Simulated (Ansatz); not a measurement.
Reaction (hydrogen abstraction from the O–H bond): `[OH][In]([Cl])[Cl]` + `[CH3]`• → `[O][In]([Cl])[Cl]`• + CH₄

Isolated molecules relaxed with PBE0-D4/def2-TZVP in Ansatz; ΔE leaves out vibrations. CCSD(T)/CBS is the MP2 limit (def2-TZVPP, def2-QZVPP) plus CCSD(T) − MP2 in def2-TZVPP, frozen cores. This one scheme is used for every species. Functionals use def2-TZVPP. No spin–orbit coupling; open shells (•) take unrestricted orbitals. Elements past krypton have def2 core potentials. For In outer-core shells are correlated without core-valence functions, which leaves a few kJ/mol of doubt a bond. Each species was taken in one conformer, which may not be the lowest.

```tsv
species	CAM-B3LYP energy (Eh)
`[OH][In]([Cl])[Cl]`	-1186.52780
`[CH3]`•	-39.82836
`[O][In]([Cl])[Cl]`•	-1185.83513
CH₄	-40.50483
```

Work out ΔE.

ΔE = (-1185.83513) + (-40.50483) − (-1186.52780) − (-39.82836) = 0.01620 Eh = +0.44 eV. CCSD(T)/CBS gives +0.60 eV.

Largest T1 diagnostic among the species: 0.015.

From PBE to PBE0 (25 % exact exchange), in def2-TZVPP and without D4, ΔE moves by −0.03 eV. Leaving LDA and LC-ωPBE aside and taking each functional with its dispersion term where it has one, the values, not all of them listed here, spread over 0.22 eV, from BHLYP-D4 to PBE-QIDH. LDA lies +0.19 eV from PBE without D4. In def2-TZVPP, CCSD(T) changes the Hartree–Fock value by +0.43 eV (the triples alone add +0.03 eV) and MP2 by +0.70 eV.
